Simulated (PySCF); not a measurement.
C₅H₇NO₂.
Structure used (PBE0-D3(BJ)/def2-SVP), in Å, numbered top down from 1:
```
atom  x, y, z in Å
C1    -3.2509   -0.2144   -1.0978
C2    -2.2194   -0.4928   -0.3082
O3    -1.0279    0.1675   -0.4627
C4    -0.0030   -0.1522    0.3574
O5    -0.0665   -0.9912    1.2128
C6     1.1961    0.7037    0.0613
C7     2.4539    0.1886    0.6918
N8     3.5656    0.2930    0.0951
H9    -3.1778    0.5396   -1.8842
H10   -4.1919   -0.7481   -0.9619
H11   -2.2226   -1.2338    0.4946
H12    0.9720    1.7109    0.4610
H13    1.3293    0.8304   -1.0225
H14    2.3211   -0.2687    1.6897
H15    4.3152   -0.0913    0.6778
```

Linear response at PBE0/def2-SVPD (PySCF, frozen core in the response, non-relativistic).

Static isotropic polarisability: 78.24 au (11.59 Å³), principal values 52.7, 69.5, 112.5 au.

What is the polarisability at 1064 nm and at the sodium D line?

79.06 au at 1064 nm (+1.1 %), 81.06 au at 589.3 nm (+3.6 %). The rise at 589.3 nm is 3.43 times that at 1064 nm; a pure ω² law gives 3.26. The lowest singlet lies at 232 nm, shorter than both wavelengths.

What is the isotropic C6 coefficient between two such molecules, C6 = (3/π)∫α(iω)² dω?

2477 au (Eh·bohr⁶) by a ten-point quadrature over imaginary frequencies, which is 1480 eV·Å⁶ or 143 J·nm⁶/mol.

Which effective excitation energy ω̄ makes London's formula C6 = (3/4)α²ω̄ exact here?

ω̄ = 4·C6/(3α²) = 0.540 Eh = 14.7 eV. A one-pole form α(ω) = α/(1 − ω²/ω̄²) fitted to the 1064 nm value gives 11.4 eV.

What three-body coefficient follows from the one-pole estimate C9 = (3/4)·α·C6?

145000 au. This is an estimate from the two numbers above, not a computed integral.

What molar refraction at the D line follows from R = (4π/3)·N_A·α′, with α′ the polarisability volume?

α′ = 12.01 Å³ gives R = 30.30 cm³/mol, for isolated, non-vibrating species.

How many electrons N does the Slater–Kirkwood formula C6 = (3/4)·√N·α^(3/2) need to give this C6?

N = (4·C6/3)²/α³ = 22.8; the species has 60 electrons in all.

What n − 1 at the D line would an ideal gas of it have at 273.15 K and 1 atm (2.6868 × 10¹⁹ cm⁻³), by n − 1 = 2π·N·α′?

20.28 × 10⁻⁴, a formal value whether or not that pressure can be reached.

One conformer stands for the species.
